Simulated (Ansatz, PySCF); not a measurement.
Caution: the highest occupied level lies above zero, so the state may not be bound. This triplet is an excited state, 0.66 eV above the relaxed singlet at the level B3LYP/aug-cc-pVTZ // PBE0-D3(BJ)/def2-TZVPD (Ansatz, an electronic-structure program).

```xyz
4

B      0.5712     0.3642    -0.2124
O     -0.7732     0.3485     0.2724
H      1.4574    -0.3893     0.1463
H     -1.2554    -0.3234    -0.2063
```

Charge -1, multiplicity 3.

Problem. Give the Mulliken and meta-Löwdin atomic charges from PySCF 2.14.0 with PBE0-D3(BJ)/def2-TZVPD.

Solution. 
```json
[
 {"atom": "B1", "Mulliken (e)": "-0.62", "meta-Löwdin (e)": "-0.58"},
 {"atom": "O2", "Mulliken (e)": "-0.68", "meta-Löwdin (e)": "-0.67"},
 {"atom": "H3", "Mulliken (e)": "0.00", "meta-Löwdin (e)": "-0.06"},
 {"atom": "H4", "Mulliken (e)": "0.30", "meta-Löwdin (e)": "0.31"}
]
```
